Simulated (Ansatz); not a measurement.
System: butyl(trichloro)silane, C4H9Cl3Si, charge 0, multiplicity 1. 
Structure (B3LYP-D3(BJ)/def2-TZVP (Ansatz, a program for electronic structure) minimum search):
```xyz
17

C      4.4593    -0.1609     0.6825
C      3.2496     0.7621     0.5736
C      1.9507     0.0038     0.3050
C      0.7360     0.9323     0.1958
Si    -0.8695     0.0693    -0.1298
Cl    -2.4030     1.4260    -0.2517
Cl    -1.3007    -1.2575     1.3756
Cl    -0.7898    -0.9740    -1.8955
H      4.3335    -0.8790     1.4962
H      5.3737     0.4029     0.8742
H      4.6046    -0.7285    -0.2396
H      3.4114     1.4906    -0.2273
H      3.1422     1.3412     1.4963
H      1.7855    -0.7236     1.1048
H      2.0545    -0.5743    -0.6176
H      0.6073     1.5099     1.1167
H      0.8770     1.6596    -0.6101
```

Parts of the frozen-core correlation energy in 6-31G (Ansatz, hartree). Frozen orbitals: 24; correlated occupied orbitals by spin: 25 and 25; virtual: 57 and 57. Spin-orbit coupling is left out. Non-relativistic.

```csv
term,value
reference (HF),-1824.04452
MP2 opposite-spin,…
MP2 same-spin,-0.11995
CCSD correlation,…
(T),…
T1 diagnostic,0.008
largest doubles amplitude,0.024
```

**Question.** Some entries are withheld; supply them.

**Answer.** 
- MP2 opposite-spin, value: -0.41501
- CCSD correlation, value: -0.60447
- (T), value: -0.01459
